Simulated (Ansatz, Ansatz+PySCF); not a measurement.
```xyz
3

Fe    0.0000    0.0000    0.0000
F     0.0000    0.0000    1.7550
F     0.0000    0.0000   -1.7550
```

Basis set: def2-SVP (spherical functions). Frozen core: 7 orbitals. Correlation on ROHF uses semicanonical orbitals with singles. Charge 0, multiplicity 5.

Computed with Ansatz (development build ahead of 0.2.0); each method stands on the lowest determinant of its kind that the runs found. Restricted functionals stand beside restricted open-shell atoms, which can lie above the unrestricted atoms usual in DFT and then raise those values.

Q: Give the atomization energy at this shape (free ground-state atoms in the same class of orbitals less the molecule, no zero-point energy) of quintet FeF2 by ωB97X (unrestricted), ωB97X (restricted open-shell), r²SCAN (unrestricted), r²SCAN (restricted open-shell), PBE0 (unrestricted), PBE0 (restricted open-shell), PBE (unrestricted), PBE (restricted open-shell), UHF-MP2, ROHF-MP2, UHF, ROHF.

A:

```tsv
method	atomization energy
ωB97X (unrestricted)	10.38 eV
ωB97X (restricted open-shell)	10.44 eV
r²SCAN (unrestricted)	10.89 eV
r²SCAN (restricted open-shell)	11.03 eV
PBE0 (unrestricted)	10.20 eV
PBE0 (restricted open-shell)	10.26 eV
PBE (unrestricted)	11.15 eV
PBE (restricted open-shell)	11.21 eV
UHF-MP2	9.95 eV
ROHF-MP2	9.93 eV
UHF	6.87 eV
ROHF	7.03 eV
```
